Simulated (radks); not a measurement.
The numbers below are computed, except where a source is named.
Problem. Radial electron density D(r) = 4 pi r^2 rho(r) of an atom or ion with 17 electrons. Code: a radial shooting solver on a logarithmic mesh with Libxc functionals. Model: scalar-relativistic Kohn-Sham, PBEsol, spin-polarised, spherical densities, finite nucleus; Fermi nuclear charge, rms radius of each element as measured or else 0.836 A^(1/3) + 0.57 fm.

```
   r/bohr * D(r) (the largest magnitude, 26.2, reaches the edge; | marks zero)
 0.003791 | *
 0.004781 |  *
 0.006029 |    *
 0.007665 |      *
 0.009666 |          *
  0.01219 |              *
  0.01537 |                    *
  0.01939 |                           *
  0.02445 |                                   *
  0.03083 |                                           *
  0.03889 |                                                 *
  0.04904 |                                                   *
  0.06234 |                                                 *
  0.07862 |                                            *
  0.09915 |                                       *
    0.125 |                                      *
   0.1577 |                                           *
   0.1989 |                                                   *
   0.2508 |                                                      *
   0.3163 |                                              *
   0.3989 |                              *
   0.5071 |                *
   0.6395 |             *
   0.8064 |               *
    1.017 |               *
    1.283 |          *
    1.617 |    *
     2.04 |*
    2.572 *
    3.244 *
```

What is the nuclear charge?

Solution. Z = 21. The innermost maximum, from 1s, lies near gamma/Z bohr with gamma = sqrt(1 - (Z/c)^2) = 0.988, here 0.0471 bohr (found: 0.0502), and its height grows with Z. The density is that of the scandium ion Sc4+ in [Ne] 3s2 3p5; the configuration itself is not fixed sharply by these data, and Z only to about a unit. D(r) has 3 maxima, at r = 0.0502, 0.239, 0.902 bohr, and minima at 0.115, 0.619 bohr, inside which lie 2.14, 10.37 electrons.
